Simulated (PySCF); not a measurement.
## Electron correlation in Li⁻ (lithium, charge -1)

[He] 2s2, closed-shell 1S. Calculation: PySCF 2.14, in x2c-QZVPPall with one added diffuse shell each of s, p type (7s5p2d1f, 39 functions); the spin-free X2C one-electron Hamiltonian (Gaussian nucleus). Frozen: 1s2; 2 electrons correlated.

With two correlated electrons CCSD is exact within the correlated space (frozen core and kept virtual orbitals).

| level | correlation energy (mhartree) |
| --- | --- |
| CCSD | -27.27 |

Diagnostics: T1 = 0.052, D1 = 0.0736, largest double amplitude 0.137.

T1 exceeds 0.03, a sign that the reference determinant is poor.

Cost of the coupled-cluster step: of the order of 0.15 core-seconds, for 2 correlated electrons.
